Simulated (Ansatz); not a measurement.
Basis-set extrapolation for `NC1=C(O)B1F` (PBE0-D4/def2-TZVP geometry, frozen core, Ansatz 0.2.0). Multiplicity 1, RHF reference.

```
                      def2-TZVPP   def2-QZVPP
                 HF  -331.063179  -331.077994
    MP2 correlation    -1.083760    -1.168553
CCSD(T) correlation    -1.143629      not run
```

Energies in hartree. Use E(X) = E(∞) + A·exp(−7.88·√X) for Hartree–Fock and E(X) = E(∞) + B·X^(−2.97) for correlation, with X = 3 and 4, and add CCSD(T) minus MP2 of the smaller set to the MP2 limit.

Problem. What is the CCSD(T) energy at the basis-set limit?

Solution. HF limit: -331.077994 + (-0.014815) × 0.13774 = -331.08003. MP2 limit: -1.168553 + (-0.084793) × 0.74074 = -1.23136. Higher-order term: -1.143629 − (-1.083760) = -0.05987. Total: -332.37126 hartree, 431.8 kJ/mol below CCSD(T)/def2-TZVPP.
